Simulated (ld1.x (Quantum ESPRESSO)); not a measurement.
promethium (Pm): variants of one RRKJ potential

Base potential:

```
Element                 : Pm (Z = 61)
Generator               : ld1.x (Quantum ESPRESSO) 7.5
Type                    : norm-conserving RRKJ (Kleinman–Bylander form)
Functional              : PBE
Relativity              : fully relativistic
Frozen core             : [Kr] 4d10
Valence charge          : 15
Reference configuration : 4f5 5s2 5p6 5d0 6s1 6p0 (charge +1)
Partial waves           : 5s (bound): rc 2.05 bohr; 5d (bound, empty): rc 3.30 bohr; 4f (bound): rc 1.65 bohr; 5p (bound): rc 1.85 bohr
Local potential         : the p channel
Core correction         : a·sin(br)/r model core, default radius (core density twice the valence density)
rho0                    : 0.01
```

Open shells are filled in proportion to 2j + 1 (rel_dist='average').

Occupied shells without a wave of their own: 6s. They enter only through the test configuration that unscreens the potential, and ld1.x also counts them in the model core charge.

Cutoffs, loose and tight: the cutoffs (Ry, on a coarse ladder) from which the occupation-weighted sum of valence levels, in a spherical-Bessel basis at the reference potential, stays within 10 and 1 mRy of its value at 400 Ry. They do not see the model core or the augmentation charge, which bear on the density cutoff. Test errors are all-electron minus pseudo excitation energies from the reference, over the configurations 4f5 5s2 5p6 5d0 6s2 6p0; 4f5 5s2 5p6 5d0 6s0 6p0; 4f4 5s2 5p6 5d0 6s0 6p0; 4f5 5s2 5p6 5d0 6s0 6p1; 4f4 5s2 5p6 5d1 6s1 6p0; 4f5 5s2 5p6 5d0 6s1.5 6p0; 4f5 5s2 5p6 5d0 6s1 6p1. A dash means not determined; rows that change the core or the reference have their own tests. The largest error is taken over the tests solved by every variant that gives reliable tests at all: 4f4 5s2 5p6 5d0 6s0 6p0; 4f4 5s2 5p6 5d1 6s1 6p0; 4f5 5s2 5p6 5d0 6s0 6p0.

With those shells counted twice in exchange and correlation these files are broken, and their errors move erratically; no question is asked of them.

Cutoffs are not given where the Bessel-basis levels miss the radial ones by over 6 mRy, ghosts where they miss by over 20 mRy; a channel whose overlap is not positive is not tested.

The default core radius of the base comes out at 0.95 bohr.

```csv
change,outcome,bound ghosts,largest test error (meV)
base,"generated, misses its reference levels by 2.25 eV",not determined,-1285
"all radii but the core radius scaled by about 1.15 (s 2.36, p 2.12, d 3.78, f 1.90 bohr)",failed: run_pseudo: Errors in PS-KS equation,–,–
local potential the s channel,"generated, misses its reference levels by 0.52 eV",not determined,-1131
"core [Kr] 4d10 4f4, valence charge 11; reference 5s2 5p6 5d1 6s1.5 6p0.5; waves now 5s (bound): rc 1.60 bohr; 5p (bound): rc 1.45 bohr; 5d (bound): rc 2.65 bohr; local potential all-electron potential smoothed inside 2.20 bohr (lloc = -1); core correction a·sin(br)/r model core inside 1.10 bohr",failed: compute_phi: phi has nodes before r_c,–,–
wave 5s (bound): rc 2.05 bohr becomes 5s (bound): rc 1.54 bohr,"generated, misses its reference levels by 2.25 eV",not determined,-3006
wave 5p (bound): rc 1.85 bohr becomes 5p (bound): rc 1.48 bohr,"generated, misses its reference levels by 2.26 eV",not determined,-436
functional revPBE,"generated, misses its reference levels by 2.25 eV",not determined,-1206
reference 4f5 5s2 5p6 5d0.5 6s1.5 6p0,"generated, misses its reference levels by 2.24 eV",not determined,-1443
core correction a·sin(br)/r model core inside 1.62 bohr,"generated, misses its reference levels by 2.25 eV",not determined,-1234
wave 5d (bound): rc 3.30 bohr becomes 5d (bound): rc 5.08 bohr,"generated, misses its reference levels by 2.25 eV",not determined,-1285
wave 4f (bound): rc 1.65 bohr becomes 4f (bound): rc 2.38 bohr,"generated, misses its reference levels by 2.25 eV",not determined,+925
"type ultrasoft; waves now 5s (bound): rcut 1.85, rcutus 2.05 bohr; 6s (bound): rcut 1.85, rcutus 2.05 bohr; 5p (bound): rc 1.85 bohr; 6p (bound): rc 1.85 bohr; 5d (bound): rcut 2.85, rcutus 3.30 bohr; 5d channel at 3.25 Ry: rcut 2.85, rcutus 3.30 bohr; 4f (bound): rcut 1.45, rcutus 1.65 bohr; 4f channel at 0.65 Ry: rcut 1.45, rcutus 1.65 bohr; local potential all-electron potential smoothed inside 1.65 bohr (lloc = -1); augmentation built from norm-conserving waves at rcut, not smoothed further; rho0 0",failed: chargeps: negative rho,–,–
```
